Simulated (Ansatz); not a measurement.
Program: Ansatz. Geometries: PBE0-D4/def2-TZVP. ΔE: electronic, gas phase. CBS: MP2 limit from def2 TZ/QZ plus the TZ coupled-cluster correction, frozen cores. This one scheme is used for every species. Functionals use def2-TZVPP. B3LYP here is the variant with VWN-RPA as its local correlation; programs differ in this. def2 core potentials past Kr. For Te outer-core shells are correlated without core-valence functions, which leaves a few kJ/mol of doubt a bond. Each species was taken in one conformer, which may not be the lowest.

Consider the formal exchange of groups at a Te–C bond: `C#C[TeH]` + `CBN` → `CB(N)[TeH]` + `C#C`.

| level | ΔE (kJ/mol) | difference from CCSD(T)/CBS |
| --- | --- | --- |
| PBE-D4 | -71.4 | 5.3 |
| r2SCAN-D4 | -74.2 | 2.5 |
| PBE0-D4 | -74.9 | 1.8 |
| B3LYP-D4 | -69.8 | 6.9 |
| ωB97X-V | -70.8 | 5.9 |
| ωB97M-V | -72.3 | 4.4 |
| B2PLYP | -67.6 | 9.1 |
| r2SCAN | -73.2 | 3.5 |
| PBE0 | -71.5 | 5.2 |
| B3LYP | -63.5 | 13.2 |
| HF/def2-TZVPP | -68.4 | 8.3 |
| MP2/def2-TZVPP | -74.9 | 1.8 |
| CCSD/def2-TZVPP | -71.8 | 4.9 |
| MP2/def2-QZVPP | -77.2 | -0.5 |
| SCS-MP2/def2-QZVPP | -71.1 | 5.6 |
| MP2/CBS(def2) | -79.5 | -2.8 |
| CCSD(T)/CBS | -76.7 | 0 |

Largest T1 diagnostic among the species: 0.013.

In def2-TZVPP, CCSD(T) changes the Hartree–Fock value by −3.8 kJ/mol (the triples alone add −0.4 kJ/mol) and MP2 by −6.6 kJ/mol. The D4 term adds −6.3 kJ/mol with B3LYP and −3.5 kJ/mol with PBE0; it sums over pairs of atoms, weighted by their polarisabilities, and B3LYP, whose exchange is more repulsive, gets the larger term. From PBE to PBE0 (25 % exact exchange), in def2-TZVPP and without D4, ΔE moves by −4.0 kJ/mol.
